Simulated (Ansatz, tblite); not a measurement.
Isomers of Si$_{6}$O⁺ (doublet), found by a short tight-binding search and relaxed with r2SCAN-D4/def2-SVP in Ansatz.

The xTB rows come from tblite. HSE06 is defined as in plane-wave codes, on full-range PBE exchange.

Run but left out: HF/STO-3G, HF/def2-SVP, HF/def2-TZVP, MP2/def2-SVP, MP2/def2-TZVP, CCSD/def2-SVP, CCSD(T)/def2-SVP (A: ⟨S²⟩ 1.36 to 1.49, where a pure state has 0.75).

A: At r2SCANh-D4/def2-TZVP the charge 1 doublet is spin-contaminated (final ⟨S²⟩ up to 0.84, 0.75 for a pure state). D: At r2SCAN-D4/def2-TZVP, r2SCANh-D4/def2-TZVP the charge 1 doublet is spin-contaminated (final ⟨S²⟩ up to 0.86, 0.75 for a pure state).

Other spin states weren't relaxed.

A:

```tsv
atom	x (Å)	y (Å)	z (Å)
O1	0.263	0.763	-1.960
Si2	0.459	-0.159	2.196
Si3	-0.885	-0.918	0.385
Si4	-0.442	-0.740	-2.118
Si5	-0.570	1.402	0.911
Si6	0.363	-2.429	1.631
Si7	0.811	2.080	-1.044
```

B:

```xyz
7

O    -2.108   -0.062    0.481
Si    0.496   -1.322   -0.450
Si   -2.041   -1.509   -0.409
Si    1.489    0.852   -0.205
Si   -0.581    0.534    0.831
Si    0.851    1.952    1.843
Si    1.894   -0.445   -2.091
```

C:

| atom | x (Å) | y (Å) | z (Å) |
| --- | --- | --- | --- |
| O1 | 0.715 | -0.817 | -1.294 |
| Si2 | -0.222 | 0.951 | 1.237 |
| Si3 | -1.519 | 1.662 | -0.660 |
| Si4 | 1.488 | -0.725 | 0.417 |
| Si5 | -0.398 | -1.363 | 1.870 |
| Si6 | -0.898 | -0.754 | -0.503 |
| Si7 | 0.834 | 1.045 | -1.066 |

D:

Cartesian coordinates in Å:
```
O -0.512 -1.477 1.036
Si -0.414 0.171 1.495
Si -0.023 -0.664 -2.417
Si 0.196 1.136 -0.919
Si 0.653 -1.400 -0.217
Si 1.809 0.424 0.739
Si -1.709 1.812 0.283
```

E:

```csv
atom,x (Å),y (Å),z (Å)
O1,-1.0891,-1.7072,0.9889
Si2,-0.8392,1.4951,-1.1090
Si3,-1.8381,-2.9262,1.6564
Si4,1.2538,-0.0510,-1.3737
Si5,1.3422,1.2632,0.8872
Si6,-0.2795,-0.3021,0.2733
Si7,1.4498,2.2281,-1.3231
```

Task: Estimate their order by electronic energy at ωB97M-V/def2-TZVP, counted from the lowest.

Result: E (0.0) < C (9.7) < B (11.4) < A (11.7) < D (20.2), in kcal/mol. Gaps under about 2 kJ/mol are ties within the noise of geometry and basis.

Task: Do the other levels pick the same lowest one?

Result: Not GFN1-xTB, GFN2-xTB. Energies above each level's lowest (kcal/mol):

| level | A | B | C | D | E |
| --- | --- | --- | --- | --- | --- |
| GFN1-xTB | 0.0 | 4.4 | 35.4 | 28.4 | 14.5 |
| GFN2-xTB | 0.0 | 15.7 | 53.9 | 22.2 | 51.3 |
| PBE-D4/def2-SVP | 4.9 | 7.9 | 5.8 | 10.2 | 0.0 |
| PBE-D4/def2-TZVP | 8.1 | 6.5 | 2.4 | 9.2 | 0.0 |
| r2SCAN-D4/def2-TZVP | 11.2 | 7.1 | 5.2 | 12.2 | 0.0 |
| r2SCANh-D4/def2-TZVP | 11.9 | 7.8 | 5.8 | 13.4 | 0.0 |
| PBE0-D4/def2-SVP | 6.7 | 9.2 | 8.5 | 13.2 | 0.0 |
| PBE0-D4/def2-TZVP | 10.4 | 7.8 | 4.5 | 12.4 | 0.0 |
| HSE06-D4/def2-TZVP | 10.1 | 7.4 | 4.6 | 12.0 | 0.0 |
| ωB97M-V/def2-TZVP | 11.7 | 11.4 | 9.7 | 20.2 | 0.0 |
Point groups (tolerance 0.1 Å): A not assigned, B not assigned, C Cs, D Cs, E Cs. Lower isomers may exist. From def2-SVP to def2-TZVP the PBE0 values move by up to 4.1 kcal/mol, so results in the small set are rough.
